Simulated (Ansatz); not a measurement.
`C[SiH2][SiH]1C=N1` + `BS[SiH2]C` → `C[SiH]1C=N1` + `BS[SiH2][SiH2]C`  (redistribution)

Program: Ansatz. Geometries: PBE0-D4/def2-TZVP. ΔE: electronic, gas phase. CCSD(T)/CBS adds triple-zeta CCSD(T) − MP2 to the extrapolated MP2 energy (def2 sets, frozen cores). Each species was taken in one conformer, which may not be the lowest.

```
            species  CCSD(T)/CBS(def2) energy (Eh)
`C[SiH2][SiH]1C=N1`                     -713.12366
        `BS[SiH2]C`                     -753.95937
      `C[SiH]1C=N1`                     -422.84347
  `BS[SiH2][SiH2]C`                    -1044.23856
```

Question: Work out ΔE.

Answer: ΔE = (-422.84347) + (-1044.23856) − (-713.12366) − (-753.95937) = 0.00100 Eh = +2.6 kJ/mol.

Largest T1 diagnostic among the species: 0.016.

The D4 term adds −3.9 kJ/mol with B3LYP and −2.4 kJ/mol with PBE0; it sums over pairs of atoms, weighted by their polarisabilities, and B3LYP, whose exchange is more repulsive, gets the larger term.

B3LYP here is the variant with VWN-RPA as its local correlation; programs differ in this.
